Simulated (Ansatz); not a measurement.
Relaxation of BH₇N₂OSSi (13 atoms, charge 0, multiplicity 1), to a largest force component of 0.015 eV/Å in at most 40 steps.

Level of theory: RKS PBE0-D4/def2-SVP in Ansatz 0.2.0.

```xyz
13
Properties=species:S:1:pos:R:3:forces:R:3
N 0.369 -1.617 -1.102 1.19 2.92 1.91
B 0.014 -0.881 0.208 0.32 -1.42 -0.16
N 0.789 -1.220 1.443 0.79 0.05 -0.45
O -1.018 0.081 0.292 1.69 -0.49 -0.71
Si -0.417 1.610 -0.064 -1.04 0.62 1.21
S -1.970 3.113 0.037 -0.65 -1.19 -1.28
H 0.503 -0.897 -1.835 -0.50 -0.73 0.15
H -0.369 -2.220 -1.336 -1.44 -1.07 -0.85
H 1.828 -0.996 1.287 -1.90 -0.64 0.17
H 0.747 -2.252 1.625 0.25 1.11 -0.37
H 0.604 1.951 0.969 -0.05 0.16 -0.08
H 0.192 1.632 -1.378 0.33 -0.14 -0.84
H -2.746 2.493 -1.003 1.01 0.81 1.31
```

**Question.** Where does it end, and by what steps?

**Answer.** The run converged. After 30 steps the energy has fallen by 2.259 eV; O4 moved furthest, 1.66 Å.

```csv
step,energy less start (eV),largest force component (eV/Å),accepted
0,0.0000,2.924,yes
2,-0.7086,1.216,yes
4,-1.2391,1.431,yes
6,-1.8322,1.212,yes
8,-2.1211,0.262,yes
10,-2.1660,0.196,yes
12,-2.1766,0.450,yes
14,-2.2126,0.094,yes
16,-2.2194,0.160,yes
18,-2.2115,0.526,no
20,-2.2436,0.096,yes
22,-2.2493,0.185,yes
24,-2.2555,0.092,yes
26,-2.2579,0.043,yes
28,-2.2585,0.023,yes
30,-2.2586,0.015,yes
```

```xyz
13
Properties=species:S:1:pos:R:3
N -0.106 -1.946 -1.115
B 0.216 -0.885 -0.237
N 0.537 -1.088 1.130
O 0.206 0.402 -0.776
Si 0.015 1.905 -0.131
S -1.958 2.253 0.630
H -0.341 -1.765 -2.079
H -0.098 -2.921 -0.861
H 0.826 -0.339 1.742
H 0.552 -1.996 1.569
H 0.888 2.121 1.063
H 0.342 2.873 -1.211
H -2.554 2.183 -0.581
```

The run took 110 s on 2 threads of Intel(R) Xeon(R) Platinum 8488C (Sapphire Rapids) (shared host), peak memory 0.34 GiB.
